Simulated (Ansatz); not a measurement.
A nudged elastic band was laid between two geometries of CH$_{4}$OSiTe (8 atoms, charge 0, multiplicity 1).

Method: RKS PBE-D4/def2-SVP in Ansatz 0.2.0.

| Property | Result |
| --- | --- |
| movable images | 9 |
| climbing image | yes |
| spring | 5.0 eV/Å² |
| optimiser | quadratic models (default) |
| start path | through a guess of the saddle point |
| force threshold | 0.05 eV/Å |
| iteration limit | 60 |
| end points | relaxed |

Image 0:

```xyz
8
Properties=species:S:1:pos:R:3
Te -1.215 1.993 -0.541
C 0.222 0.695 0.469
O -0.299 -0.335 1.352
Si 0.537 -1.058 0.029
H -1.645 0.809 -1.658
H 0.992 1.343 0.933
H 1.802 -1.778 0.370
H -0.301 -1.727 -1.011
```

Image 10:

```xyz
8
Properties=species:S:1:pos:R:3
Te -1.096 1.358 -1.434
C 0.133 0.511 0.157
O -0.484 -0.451 1.051
Si 0.693 -1.237 0.071
H -1.968 2.323 -0.362
H 0.712 1.300 0.674
H 1.919 -1.708 0.781
H 0.183 -2.152 -0.994
```

Q: Which bonds break or form, and what moves?

A: No bond is made or broken. The dihedral H5–Te1–C2–O3 goes from -76 to 73°.

Q: What energy profile does the band end with?

A: The run converged. The highest image is number 7 of 0 to 10, 1.6 kcal/mol above the first end and 2.2 kcal/mol above the last; the last end lies 0.5 kcal/mol below the first. A vibrational analysis at the climbing image gives one clearly imaginary mode, 136i cm⁻¹: a first-order saddle point.

| image | path coordinate (Å) | energy (kcal/mol) | dihedral H5–Te1–C2–O3 (°) |
| --- | --- | --- | --- |
| 0 | 0.00 | 0.0 | -76 |
| 1 | 0.42 | 0.2 | -96 |
| 2 | 0.85 | 0.6 | -116 |
| 3 | 1.27 | 0.8 | -137 |
| 4 | 1.70 | 0.9 | -156 |
| 5 | 2.12 | 1.1 | -175 |
| 6 | 2.55 | 1.5 | 167 |
| 7 | 2.97 | 1.6 | 147 |
| 8 | 3.49 | 1.1 | 121 |
| 9 | 4.02 | 0.0 | 96 |
| 10 | 4.54 | -0.5 | 73 |

Q: What is the geometry of the highest image?

A: 
```xyz
8
Properties=species:S:1:pos:R:3:forces:R:3
Te -1.777 1.138 -0.905 0.01 0.01 0.00
C -0.031 0.441 0.243 -0.01 -0.01 0.01
O -0.339 -0.523 1.274 0.00 0.01 0.00
Si 0.692 -1.242 0.084 0.01 -0.01 -0.01
H -1.106 2.670 -1.093 -0.01 0.00 0.00
H 0.549 1.320 0.588 0.00 0.00 0.00
H 2.060 -1.611 0.563 0.00 0.00 0.00
H 0.044 -2.250 -0.809 0.00 0.00 0.00
```

Q: What are the harmonic wavenumbers there?

A: 136i, 147, 229, 374, 536, 556, 626, 652, 704, 756, 905, 959, 1038, 1170, 2056, 2189, 2222, 3035 cm⁻¹.

The band took 14 iterations and of the order of 6 core-minutes.

Time of the run: 3.4 min on 2 threads of Arm Neoverse V1 (shared host), peak memory 0.13 GiB.
